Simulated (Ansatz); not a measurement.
`C[SiH2][CH2][GaH][SiH3]` and `C[SiH2]CS` differ in one atom or group.

Ansatz, PBE0-D4/def2-TZVP geometries, multiplicity 1. Each molecule was computed in one conformer, which needn't be the lowest.

Scalar relativity is left out up to krypton.

```csv
property,`C[SiH2][CH2][GaH][SiH3]`
size of the dipole moment (B3LYP/def2-TZVPP) / D,0.80
LUMO energy (PBE/def2-TZVPP) / eV,-2.64
HOMO–LUMO gap (PBE0/def2-TZVPP) / eV,5.52
LUMO energy (PBE0/def2-TZVPP) / eV,-1.86
HOMO energy (PBE/def2-TZVPP) / eV,-6.32
LUMO energy (B3LYP/def2-TZVPP) / eV,-2.09
```

(1) Give the same properties after the change, and the shifts. (Best estimate.)

Results:

(1) The calculation gave: 
```json
{"property": "size of the dipole moment (B3LYP/def2-TZVPP) / D", "`C[SiH2]CS`": "0.98", "shift": "0.18"}
{"property": "LUMO energy (PBE/def2-TZVPP) / eV", "`C[SiH2]CS`": "-0.64", "shift": "2.00"}
{"property": "HOMO–LUMO gap (PBE0/def2-TZVPP) / eV", "`C[SiH2]CS`": "7.02", "shift": "1.50"}
{"property": "LUMO energy (PBE0/def2-TZVPP) / eV", "`C[SiH2]CS`": "0.28", "shift": "2.14"}
{"property": "HOMO energy (PBE/def2-TZVPP) / eV", "`C[SiH2]CS`": "-5.52", "shift": "0.80"}
{"property": "LUMO energy (B3LYP/def2-TZVPP) / eV", "`C[SiH2]CS`": "0.03", "shift": "2.12"}
```

With PBE0 the HOMO rises by 0.64 eV and the LUMO rises by 2.14 eV, so the gap widens by about 1.50 eV. PBE moves the HOMO by 0.80 eV and ωB97M-V by 0.43 eV. The zero-point energy changes by -54.5 kJ/mol with -12 modes. Dipoles are sizes alone; their direction can turn.

Positive LUMOs are unbound, so they and the gaps depend on the basis.

B3LYP here is the variant with VWN-RPA as its local correlation; programs differ in this.
